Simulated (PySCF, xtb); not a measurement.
C3H7NSi, SMILES C(N[SiH3])=C=C.

xtb 6.7.1 with GFN2-xTB at its own geometry gives an orbital gap of 4.00 eV and a dipole moment of 0.89 D.

The structure is a stationary point at B3LYP-D3(BJ)/def2-SVP. The structure was generated by enumeration, and PubChem lists no compound with its InChIKey, so it may never have been made. The values are those of a single conformer.

Question: What does HF/def2-TZVP (PySCF) give? (An estimate is asked for; the answer gives what the named calculation found.)

Answer: gap 11.52 eV (levels -8.55 and 2.97 eV), dipole 1.24 D.
